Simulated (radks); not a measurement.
The bromine anion Br-, [Kr], held by a Watson sphere: a shell of charge +1 at radius R that stands for the Madelung well of a crystal (potential energy -1/R inside, -1/r outside, in hartree with lengths in bohr). Method: scalar-relativistic Kohn-Sham, LDA (Slater exchange, Perdew-Wang correlation), spin-unpolarised, spherical densities, point nucleus; computed with a radial shooting solver on a logarithmic mesh with Libxc functionals. Response by self-consistent Sternheimer equations with the Hartree and adiabatic LDA kernel, the relativistic mass of each level held fixed and spin-orbit coupling left out. The sphere does not respond.

| R (bohr) | e(3d) (eV) | e(4s) (eV) | e(4p) (eV) | <r> 4p (bohr) | sum of <r^2> (bohr^2) | X-ray form factor at sin(theta)/lambda = 0.1 1/angstrom | alpha (bohr^3) |
|---|---|---|---|---|---|---|---|
| 2.9 | -65.183 | -19.395 | -7.592 | 2.198 | 48.67 | 32.977 | 30.02 |
| 3.19 | -64.896 | -18.979 | -7.208 | 2.223 | 49.61 | 32.939 | 32.58 |
| 3.39 | -64.695 | -18.711 | -6.950 | 2.237 | 50.18 | 32.918 | 34.35 |
| 3.74 | -64.343 | -18.272 | -6.520 | 2.258 | 51.05 | 32.887 | 37.39 |
| 4.58 | -63.545 | -17.369 | -5.613 | 2.292 | 52.55 | 32.841 | 44.04 |
| 4.61 | -63.519 | -17.341 | -5.584 | 2.293 | 52.59 | 32.840 | 44.26 |
| 5.05 | -63.147 | -16.944 | -5.183 | 2.304 | 53.11 | 32.827 | 47.22 |
